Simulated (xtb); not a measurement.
xtb input for CH₈Cl₂Si₃, SMILES [SiH3]C[Si]([SiH3])(Cl)Cl, GFN2-xTB. 

```
$ xtb mol.xyz --gfn 2 --sp --chrg 0 --uhf 0 --json
$ cat mol.xyz
14

Si     1.97588403     0.50395079    -1.95357219
C      1.21134901    -0.79905117    -0.79169313
Si    -0.24155007    -0.20403759     0.29158814
Si    -2.06799963     0.64812425    -0.85892247
Cl    -0.79484248    -1.80117316     1.45391006
Cl     0.52861591     1.17570802     1.59013411
H      0.94180845     0.94868550    -2.89173028
H      3.08295311    -0.11856399    -2.68398542
H      2.47461140     1.63862353    -1.17951771
H      0.87320340    -1.64283457    -1.39450163
H      2.00152607    -1.19083438    -0.14766297
H     -1.70756744     1.88430437    -1.55641962
H     -3.20746441     0.94880564     0.01136989
H     -2.52999342    -0.31349613    -1.86345350
```

Program output:

```
[banner left out]
          |                Calculation Setup                |
           -------------------------------------------------



           -------------------------------------------------
          |                 G F N 2 - x T B                 |
           -------------------------------------------------

        Reference                      10.1021/acs.jctc.8b01176
      * Hamiltonian:
        H0-scaling (s, p, d)           1.850000    2.230000    2.230000
        zeta-weighting                 0.500000
      * Dispersion:
        s8                             2.700000
        a1                             0.520000
        a2                             5.000000
        s9                             5.000000
      * Repulsion:
        kExp                           1.500000    1.000000
        rExp                           1.000000
      * Coulomb:
        alpha                          2.000000
        third order                    shell-resolved
        anisotropic                    true
        a3                             3.000000
        a5                             4.000000
        cn-shift                       1.200000
        cn-exp                         4.000000
        max-rad                        5.000000


          ...................................................
          :                      SETUP                      :
          :.................................................:
          :  # basis functions                  62          :
          :  # atomic orbitals                  57          :
          :  # shells                           25          :
          :  # electrons                        38          :
          :  max. iterations                   250          :
          :  Hamiltonian                  GFN2-xTB          :
          :  restarted?                      false          :
          :  GBSA solvation                  false          :
          :  PC potential                    false          :
          :  electronic temp.          300.0000000     K    :
          :  accuracy                    1.0000000          :
          :  -> integral cutoff          0.2500000E+02      :
          :  -> integral neglect         0.1000000E-07      :
          :  -> SCF convergence          0.1000000E-05 Eh   :
          :  -> wf. convergence          0.1000000E-03 e    :
          :  Broyden damping             0.4000000          :
          :  net charge                          0          :
          :  unpaired electrons                  0          :
          ...................................................

 iter      E             dE          RMSdq      gap      omega  full diag
   1    -20.5075149 -0.205075E+02  0.618E+00    4.86       0.0  T
   2    -20.6855233 -0.178008E+00  0.291E+00    4.24       1.0  T
   3    -20.6933407 -0.781743E-02  0.174E+00    4.36       1.0  T
   4    -20.7034352 -0.100946E-01  0.137E+00    4.40       1.0  T
   5    -20.7095159 -0.608061E-02  0.675E-01    4.41       1.0  T
   6    -20.7101715 -0.655685E-03  0.494E-01    4.43       1.0  T
   7    -20.7106089 -0.437349E-03  0.932E-02    4.40       1.0  T
   8    -20.7106223 -0.134502E-04  0.460E-02    4.40       1.0  T
   9    -20.7106264 -0.406845E-05  0.281E-02    4.40       1.0  T
  10    -20.7106280 -0.161765E-05  0.157E-02    4.40       1.7  T
  11    -20.7106285 -0.465435E-06  0.716E-03    4.40       3.7  T
  12    -20.7106287 -0.166792E-06  0.336E-03    4.40       8.0  T
  13    -20.7106287 -0.267434E-07  0.206E-03    4.40      13.0  T
  14    -20.7106287 -0.207960E-07  0.641E-04    4.40      41.7  T
  15    -20.7106287 -0.779114E-09  0.377E-04    4.40      70.8  T

   *** convergence criteria satisfied after 15 iterations ***

         #    Occupation            Energy/Eh            Energy/eV
      -------------------------------------------------------------
         1        2.0000           -1.0629489             -28.9243
       ...           ...                  ...                  ...
        13        2.0000           -0.4391076             -11.9487
        14        2.0000           -0.4352685             -11.8443
        15        2.0000           -0.4346648             -11.8278
        16        2.0000           -0.4278277             -11.6418
        17        2.0000           -0.4270590             -11.6209
        18        2.0000           -0.4120286             -11.2119
        19        2.0000           -0.3842048             -10.4547 (HOMO)
        20                         -0.2224100              -6.0521 (LUMO)
        21                         -0.2181578              -5.9364
        22                         -0.1999640              -5.4413
        23                         -0.1909882              -5.1971
        24                         -0.1828892              -4.9767
       ...                                ...                  ...
        57                          0.8322259              22.6460
      -------------------------------------------------------------
                  HL-Gap            0.1617948 Eh            4.4027 eV
             Fermi-level           -0.3033074 Eh           -8.2534 eV

 SCC (total)                   0 d,  0 h,  0 min,  0.012 sec
 SCC setup                      ...        0 min,  0.000 sec (  0.798%)
 Dispersion                     ...        0 min,  0.000 sec (  0.354%)
 classical contributions        ...        0 min,  0.000 sec (  0.135%)
 integral evaluation            ...        0 min,  0.002 sec ( 15.338%)
 iterations                     ...        0 min,  0.006 sec ( 53.122%)
 molecular gradient             ...        0 min,  0.004 sec ( 29.666%)
 printout                       ...        0 min,  0.000 sec (  0.522%)

         :::::::::::::::::::::::::::::::::::::::::::::::::::::
         ::                     SUMMARY                     ::
         :::::::::::::::::::::::::::::::::::::::::::::::::::::
         :: total energy             -20.582017212239 Eh    ::
         :: gradient norm              0.000098031199 Eh/a0 ::
         :: HOMO-LUMO gap              4.402661961268 eV    ::
         ::.................................................::
         :: SCC energy               -20.710564834309 Eh    ::
         :: -> isotropic ES            0.046653372829 Eh    ::
         :: -> anisotropic ES          0.001853784959 Eh    ::
         :: -> anisotropic XC          0.005422484122 Eh    ::
         :: -> dispersion             -0.013970397737 Eh    ::
         :: repulsion energy           0.128547622070 Eh    ::
         :: add. restraining           0.000000000000 Eh    ::
         :: total charge               0.000000000000 e     ::
         :::::::::::::::::::::::::::::::::::::::::::::::::::::

           -------------------------------------------------
          |                Property Printout                |
           -------------------------------------------------

    * Orbital Energies and Occupations

         #    Occupation            Energy/Eh            Energy/eV
      -------------------------------------------------------------
         1        2.0000           -1.0629489             -28.9243
       ...           ...                  ...                  ...
         7        2.0000           -0.4834159             -13.1544
         8        2.0000           -0.4669961             -12.7076
         9        2.0000           -0.4581379             -12.4666
        10        2.0000           -0.4475831             -12.1794
        11        2.0000           -0.4433310             -12.0637
        12        2.0000           -0.4424039             -12.0384
        13        2.0000           -0.4391076             -11.9487
        14        2.0000           -0.4352685             -11.8443
        15        2.0000           -0.4346648             -11.8278
        16        2.0000           -0.4278277             -11.6418
        17        2.0000           -0.4270590             -11.6209
        18        2.0000           -0.4120286             -11.2119
        19        2.0000           -0.3842048             -10.4547 (HOMO)
        20                         -0.2224100              -6.0521 (LUMO)
        21                         -0.2181578              -5.9364
        22                         -0.1999640              -5.4413
        23                         -0.1909882              -5.1971
        24                         -0.1828892              -4.9767
        25                         -0.1816025              -4.9417
        26                         -0.1647114              -4.4820
        27                         -0.1644948              -4.4761
        28                         -0.1263194              -3.4373
        29                         -0.0957245              -2.6048
        30                         -0.0894260              -2.4334
       ...                                ...                  ...
        57                          0.8322259              22.6460
      -------------------------------------------------------------
                  HL-Gap            0.1617948 Eh            4.4027 eV
             Fermi-level           -0.3033074 Eh           -8.2534 eV

     #   Z          covCN         q      C6AA      α(0)
     1  14 Si       3.667     0.450    98.635    19.033
     2   6 C        3.596    -0.254    26.380     7.434
     3  14 Si       3.458     0.477   103.167    19.768
     4  14 Si       3.694     0.386   100.052    19.159
     5  17 Cl       0.809    -0.279   107.936    15.893
     6  17 Cl       0.809    -0.278   107.916    15.892
     7   1 H        0.918    -0.106     5.791     3.764
     8   1 H        0.918    -0.091     5.251     3.584
     9   1 H        0.919    -0.095     5.406     3.636
    10   1 H        0.925     0.025     2.652     2.547
    11   1 H        0.924     0.039     2.456     2.451
    12   1 H        0.918    -0.097     5.462     3.655
    13   1 H        0.918    -0.081     4.945     3.478
    14   1 H        0.918    -0.097     5.445     3.650

 Mol. C6AA /au·bohr⁶  :       5274.518549
 Mol. C8AA /au·bohr⁸  :     223219.210772
 Mol. α(0) /au        :        123.943780


Wiberg/Mayer (AO) data.
largest (>0.10) Wiberg bond orders for each atom

 ---------------------------------------------------------------------------
     #   Z sym  total        # sym  WBO       # sym  WBO       # sym  WBO
 ---------------------------------------------------------------------------
     1  14 Si   3.616 --     9 H    0.901     8 H    0.897     7 H    0.897
                             2 C    0.896
     2   6 C    3.967 --    10 H    0.980    11 H    0.970     3 Si   0.915
                             1 Si   0.896
     3  14 Si   3.919 --     6 Cl   1.047     5 Cl   1.041     2 C    0.915
                             4 Si   0.785
     4  14 Si   3.607 --    14 H    0.903    12 H    0.903    13 H    0.902
                             3 Si   0.785
     5  17 Cl   1.165 --     3 Si   1.041
     6  17 Cl   1.166 --     3 Si   1.047
     7   1 H    0.989 --     1 Si   0.897
     8   1 H    0.991 --     1 Si   0.897
     9   1 H    0.991 --     1 Si   0.901
    10   1 H    0.999 --     2 C    0.980
    11   1 H    0.998 --     2 C    0.970
    12   1 H    0.991 --     4 Si   0.903
    13   1 H    0.993 --     4 Si   0.902
    14   1 H    0.991 --     4 Si   0.903
 ---------------------------------------------------------------------------

Topologies differ in total number of bonds
Writing topology from bond orders to xtbtopo.mol

molecular dipole:
                 x           y           z       tot (Debye)
 q only:       -0.195       0.364      -1.446
   full:        0.066       0.037      -0.848       2.164
molecular quadrupole (traceless):
                xx          xy          yy          xz          yz          zz
Note: The following floating-point exceptions are signalling: IEEE_UNDERFLOW_FLAG IEEE_DENORMAL
normal termination of xtb
 q only:        5.062      -2.516      -3.077      -0.991       0.553      -1.984
  q+dip:        3.584      -3.300      -1.724      -0.306       2.117      -1.860
   full:        2.865      -2.658      -1.544      -0.557       1.413      -1.321


           -------------------------------------------------
          | TOTAL ENERGY              -20.582017212239 Eh   |
          | GRADIENT NORM               0.000098031199 Eh/α |
          | HOMO-LUMO GAP               4.402661961268 eV   |
           -------------------------------------------------

------------------------------------------------------------------------
------------------------------------------------------------------------
 total:
 SCF:
```

Self-consistency was reached.

Cost: about 0.03 core-seconds (a rough figure).
